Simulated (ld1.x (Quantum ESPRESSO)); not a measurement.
**Configuration tests for aluminium (Al) (RRKJ)**

Al, norm-conserving RRKJ (Kleinman–Bylander form), made with ld1.x (Quantum ESPRESSO) 7.5 (PBEsol, scalar-relativistic). Core [Ne], reference 3s1.5 3p1.5. Waves: 3s (bound): rc 1.65 bohr; 3p (bound): rc 2.50 bohr. Local part: all-electron potential smoothed inside 2.30 bohr (lloc = -2). Core correction: none.

Energies are relative to the spin-unpolarised reference configuration 3s1.5 3p1.5; without spin polarisation the order of configurations can differ from experiment.

```json
{"valence configuration": "3s2 3p1", "charge": "0", "ΔE all-electron (eV)": "-2.537", "error AE − PS (meV)": "+0.6"}
{"valence configuration": "3s0 3p3", "charge": "0", "ΔE all-electron (eV)": "7.868", "error AE − PS (meV)": "+8.1"}
{"valence configuration": "3s1 3p2", "charge": "0", "ΔE all-electron (eV)": "2.582", "error AE − PS (meV)": "+0.7"}
{"valence configuration": "3s2 3p1.3", "charge": "-0.3", "ΔE all-electron (eV)": "-3.105", "error AE − PS (meV)": "+0.7"}
{"valence configuration": "3s1 3p1", "charge": "+1", "ΔE all-electron (eV)": "8.991", "error AE − PS (meV)": "+2.9"}
```

(1) What are ΔE and the potential's error for 3s2 3p0?

(2) What are ΔE and the potential's error for 3s1 3p0?

Levels in the configuration 3s2 3p1:

```json
{"level": "3s", "all-electron (eV)": "-7.715", "pseudo (eV)": "-7.718"}
{"level": "3p", "all-electron (eV)": "-2.689", "pseudo (eV)": "-2.690"}
```

Answers

(1) ΔE = 3.199 eV all-electron; the error (AE − PS) is -1.3 meV.

(2) ΔE = 22.370 eV all-electron; the error (AE − PS) is +13 meV.

ld1.x printed “convergence not achieved” for 6 of the counted tests; their residual had stalled under 1e-8, short of the target of 1e-14.
